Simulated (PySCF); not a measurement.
F3S, charge +1, singlet, at a GFN2-xTB geometry, with bond 3-2 at 2.4 times its length; CASSCF(4,3)/def2-SVP run with PySCF.

PySCF was given this input:
```python
from pyscf import gto, scf, mcscf
import numpy

mol = gto.M(
    atom='''
F     1.383452   -0.011926   -0.190439
S    -0.035473   -0.027435    0.486367
F    -1.487888    2.945806   -1.326658
F    -0.679743   -1.150717   -0.405153
''',
    basis='def2-svp',
    charge=1,
    spin=0,
    verbose=4,
)

mf = scf.RHF(mol)
mf.kernel()
mc = mcscf.CASSCF(mf, 3, 4)
mc.fix_spin_(ss=0.0)
mc.kernel()
occ = numpy.linalg.eigvalsh(mc.fcisolver.make_rdm1(mc.ci, mc.ncas, mc.nelecas))[::-1]
ss = mc.fcisolver.spin_square(mc.ci, mc.ncas, mc.nelecas)[0]
print('natural occupations', occ.round(4), ' <S^2>', round(ss, 4))
```

Output, abridged:

```
PySCF version 2.14.0

[INPUT] verbose = 4
[INPUT] num. atoms = 4
[INPUT] num. electrons = 42
[INPUT] charge = 1
[INPUT] spin (= nelec alpha-beta = 2S) = 0
[INPUT] symmetry False subgroup None
[INPUT] Mole.unit = angstrom
[INPUT] Symbol           X                Y                Z      unit          X                Y                Z       unit  Magmom
[...]
nuclear repulsion = 155.297036549824
number of shells = 26
number of NR pGTOs = 108
number of NR cGTOs = 60
basis = def2-svp
ecp = {}

******** <class 'pyscf.scf.hf.RHF'> ********
method = RHF
initial guess = minao
damping factor = 0
level_shift factor = 0
DIIS = <class 'pyscf.scf.diis.CDIIS'>
diis_start_cycle = 1
diis_space = 8
diis_damp = 0
SCF conv_tol = 1e-09
SCF conv_tol_grad = None
SCF max_cycles = 50
direct_scf = True
direct_scf_tol = 1e-13
Set gradient conv threshold to 3.16228e-05
Initial guess from minao.
init E= -695.219702280276
[...]
cycle= 1 E= -694.161623023673  delta_E= 1.06  |g|= 1.18  |ddm|= 2.15
[...]
cycle= 2 E= -681.90595460436  delta_E= 12.3  |g|= 3.24  |ddm|= 5.61
[...]
cycle= 3 E= -694.225906098246  delta_E= -12.3  |g|= 1.18  |ddm|= 5.47
[...]
cycle= 4 E= -694.289369766859  delta_E= -0.0635  |g|= 0.997  |ddm|= 0.154

WARN: HOMO -0.492006096283547 == LUMO -0.491986421822344

cycle= 5 E= -694.258827664097  delta_E= 0.0305  |g|=  1.3  |ddm|= 2.35
[...]
cycle= 6 E= -694.379333512489  delta_E= -0.121  |g|= 1.03  |ddm|= 0.267
[...]
cycle= 7 E= -694.486759577307  delta_E= -0.107  |g|= 0.701  |ddm|= 0.339
[...]
cycle= 8 E= -694.128942405784  delta_E= 0.358  |g|= 1.34  |ddm|=  2.3
[...]
cycle= 9 E= -694.114491737277  delta_E= 0.0145  |g|= 1.36  |ddm|= 0.066
[...]
cycle= 10 E= -694.071134503656  delta_E= 0.0434  |g|= 1.44  |ddm|= 0.0892
[...]
cycle= 11 E= -694.097586442151  delta_E= -0.0265  |g|= 1.39  |ddm|= 0.0723
[...]
cycle= 12 E= -694.164262556094  delta_E= -0.0667  |g|= 1.27  |ddm|= 0.144
[...]
cycle= 13 E= -694.181360138291  delta_E= -0.0171  |g|= 1.23  |ddm|= 0.0531
[...]
cycle= 14 E= -694.21053750903  delta_E= -0.0292  |g|= 1.17  |ddm|= 0.109
[...]
cycle= 15 E= -694.436691482602  delta_E= -0.226  |g|= 0.866  |ddm|= 2.29
[...]
cycle= 16 E= -694.403965771554  delta_E= 0.0327  |g|= 0.962  |ddm|= 0.101
[...]
cycle= 17 E= -694.254623089674  delta_E= 0.149  |g|=  1.1  |ddm|=  2.3
[...]
cycle= 18 E= -694.53090615456  delta_E= -0.276  |g|= 0.558  |ddm|= 2.16
[...]
cycle= 19 E= -694.564087050207  delta_E= -0.0332  |g|= 0.73  |ddm|= 1.63
[...]
[...]
SCF not converged.
CASCI E = -694.932853096561  S^2 = 0.0000000
[...]
               |grad[o]|=0.00191  |grad[c]|=0.000264  |ddm|=0.000542  |maxRot[o]|=0.0699
macro iter  15 (  7 JK    2 micro), CASSCF E = -694.951288611201  dE = -2.71379549e-05  S^2 = 0.0000000
               |grad[o]|=0.00215  |grad[c]|=0.000227  |ddm|=0.00069  |maxRot[o]|=0.0699
macro iter  16 (  7 JK    2 micro), CASSCF E = -694.951320624634  dE = -3.20134327e-05  S^2 = 0.0000000
               |grad[o]|=0.00241  |grad[c]|=0.000226  |ddm|=0.000858  |maxRot[o]|=0.0699
macro iter  17 (  7 JK    2 micro), CASSCF E = -694.951356442578  dE = -3.58179446e-05  S^2 = 0.0000000
               |grad[o]|=0.00268  |grad[c]|=0.000233  |ddm|=0.00104  |maxRot[o]|=0.0699
macro iter  18 ( 21 JK    4 micro), CASSCF E = -694.951455545317  dE = -9.91027384e-05  S^2 = 0.0000000
               |grad[o]|=0.00292  |grad[c]|=0.0148  |ddm|=0.00576  |maxRot[o]|=0.241
macro iter  19 ( 12 JK    3 micro), CASSCF E = -694.951524843449  dE = -6.92981322e-05  S^2 = 0.0000000
               |grad[o]|=0.00629  |grad[c]|=0.0114  |ddm|=0.0247  |maxRot[o]|=0.138
macro iter  20 ( 21 JK    4 micro), CASSCF E = -694.951557815224  dE = -3.29717744e-05  S^2 = 0.0000000
               |grad[o]|=0.00626  |grad[c]|=0.00102  |ddm|=0.0095  |maxRot[o]|=0.304
macro iter  21 ( 16 JK    4 micro), CASSCF E = -694.951620727625  dE = -6.29124015e-05  S^2 = 0.0000000
               |grad[o]|=0.0147  |grad[c]|=0.0277  |ddm|=0.0844  |maxRot[o]|=0.125
macro iter  22 (  9 JK    3 micro), CASSCF E = -694.951626841390  dE = -6.11376493e-06  S^2 = 0.0000000
               |grad[o]|=0.00455  |grad[c]|=0.0069  |ddm|=0.00514  |maxRot[o]|=0.0652
macro iter  23 (  6 JK    2 micro), CASSCF E = -694.951627525601  dE = -6.84210818e-07  S^2 = 0.0000000
               |grad[o]|=0.00126  |grad[c]|=0.00294  |ddm|=0.00409  |maxRot[o]|= 0.05
macro iter  24 (  4 JK    1 micro), CASSCF E = -694.951627698796  dE = -1.73195190e-07  S^2 = 0.0000000
               |grad[o]|=0.000461  |grad[c]|=0.000947  |ddm|=0.000283  |maxRot[o]|=0.0324
macro iter  25 (  3 JK    1 micro), CASSCF E = -694.951627705190  dE = -6.39431619e-09  S^2 = 0.0000000
               |grad[o]|=8.34e-05  |grad[c]|=3.63e-05  |ddm|=7.73e-05  |maxRot[o]|=0.00469
1-step CASSCF converged in  25 macro (248 JK  63 micro) steps
CASSCF canonicalization
Density matrix diagonal elements [1.99738755 1.00083721 1.00177524]
CASSCF energy = -694.951627705190
CASCI E = -694.951627705190  E(CI) = -6.82196233940158  S^2 = 0.0000000
natural occupations [2. 1. 1.]  <S^2> 0.0
```

Convergence was not reached.
